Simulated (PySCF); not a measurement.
**Removing an electron from PSb3SSeSe nortricyclane**

PSb3SSeSe nortricyclane, PSSb3Se2.
Z-matrix (Å and degrees, PBE0-D3(BJ)/def2-SVP geometry), rows numbered from 1:
```
P 
S   1  2.0914
Sb  2  2.4587  1  108.73
Sb  3  2.8558  2   96.77  1    30.87
Se  1  2.2478  2  105.31  3   -55.44
Sb  3  2.8565  2   97.06  1   -29.65
Se  1  2.2489  2  104.94  3    55.19
```

Level: wB97X-D/def2-SVPD (PySCF). Frontier orbitals with their largest atomic shares (Löwdin; up to four atoms above 4 %):

```json
{"orbital": "HOMO−3", "ε (eV)": "-8.76", "main atoms": "P1 35 %, Sb6 18 %, Sb4 17 %, Sb3 16 %"}
{"orbital": "HOMO−2", "ε (eV)": "-8.68", "main atoms": "S2 28 %, Se7 28 %, Se5 28 %, Sb4 7 %"}
{"orbital": "HOMO−1", "ε (eV)": "-8.24", "main atoms": "Sb3 29 %, Sb4 18 %, Sb6 18 %, Se7 13 %"}
{"orbital": "HOMO", "ε (eV)": "-8.17", "main atoms": "?"}
{"orbital": "LUMO", "ε (eV)": "-1.01", "main atoms": "Sb3 18 %, Sb4 18 %, Sb6 18 %, Se7 15 %"}
{"orbital": "LUMO+1", "ε (eV)": "-0.29", "main atoms": "Sb4 30 %, Sb6 30 %, Sb3 27 %, Se5 4 %"}
{"orbital": "LUMO+2", "ε (eV)": "-0.17", "main atoms": "Sb4 30 %, Sb6 27 %, Sb3 15 %, Se5 10 %"}
```

Q: What vertical ionisation energy does ΔSCF give, and how far is −ε(HOMO) from it?

A: ΔSCF: 8.15 eV (786 kJ/mol; threshold wavelength 152 nm); ⟨S²⟩ of the doublet left behind is 0.761, against 0.75 for a pure doublet. −ε(HOMO) is 8.17 eV, 0.02 eV above it. For the exact functional −ε(HOMO) would equal the first vertical ionisation energy; wB97X-D (range-separated hybrid) comes within 0.02 eV of that here.

Q: On which atoms does the HOMO lie?

A: Sb6 (antimony bonded to 2 Sb and Se) 25 %, Sb4 (antimony bonded to 2 Sb and Se) 24 %, Sb3 (antimony bonded to S and 2 Sb) 17 %, Se5 (selenium bonded to P and Sb) 13 %, so no atom holds as much as 40 %. The HOMO−1 lies 0.07 eV lower.

Q: And the vertical electron affinity, the fundamental gap, Mulliken's electronegativity and the hardness (with the factor ½)?

A: EA = 1.03 eV by ΔSCF (−ε(LUMO) = 1.01 eV). IE − EA = 7.12 eV against an orbital gap of 7.16 eV; (IE + EA)/2 = 4.59 eV; (IE − EA)/2 = 3.56 eV. Parr's electrophilicity index (IE + EA)²/[8(IE − EA)] is 1.48 eV.

Q: What total energies stand behind the ΔSCF value?

A: E(N) = -6263.12124 Eh and E(N − 1) = -6262.82174 Eh at the same geometry, 0.29950 Eh apart. With one more electron, E(N + 1) = -6263.15897 Eh.

Q: With α = 223.9 au, estimate the like-pair dispersion coefficient by London's formula C6 = (3/4)α²I.

A: I = 0.2995 Eh, so C6 ≈ 11300 au, a rough estimate.

Q: What kinetic energy would electrons from this vertical process carry with He I light (21.218 eV)?

A: 21.22 − 8.15 = 13.07 eV.

The structure is a single PBE0-D3(BJ)/def2-SVP conformer in the gas phase; no vibrational or solvent corrections. Atoms past krypton carry effective core potentials; spin–orbit coupling is left out. The calculation is non-relativistic apart from the core potentials, for selenium too.

wB97X-D is run here without its empirical dispersion term; that term would change no orbital, density or response property at a fixed geometry.
